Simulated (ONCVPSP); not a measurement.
C (Z = 6): ONCV pseudisation with PBE, scalar-relativistic reference atom.

```json
{"Element": "carbon", "Generator": "ONCVPSP 4.0.1", "Type": "optimised norm-conserving Vanderbilt (ONCV)", "Functional": "PBE", "Relativity": "scalar-relativistic", "Frozen core": "[He]", "Valence charge": "4", "Reference configuration": "2s2 2p2", "Partial waves": "2s: rc 0.90 bohr, ncon 5, nbas 10, qcut 8.6 1/bohr, local; 2p: rc 1.50 bohr, ncon 3, nbas 6, qcut 4.5 1/bohr, 2 projectors, debl 3.8 Ha; d scattering state at 0.47 Ha: rc 1.40 bohr, ncon 4, nbas 8, qcut 5.8 1/bohr, 1 projector", "Local potential": "the s channel", "Core correction": "Teter function, fcfact 3, rcfact 1.4"}
```

Q: Does the generator finish with these settings?

A: Yes, a potential is produced and its reference levels are reproduced.

Q: Estimate the cutoffs (Ha) at which the residual kinetic energy of the hardest occupied pseudo-wave falls to 1 and 0.1 mHa per electron.

A: 43 Ha and 297 Ha.

Q: Does the potential have ghost states?

A: No bound ghost flagged; no localised positive-energy state flagged.

Q: Tests: 2s2 2p1; 2s2 2p0; 2s1 2p0; 2s2 2p1.5. Which has the largest error in its energy relative to the reference configuration, and how large is it?

A: 2s1 2p0, with +637 meV (all-electron minus pseudo) on +83.21 eV.
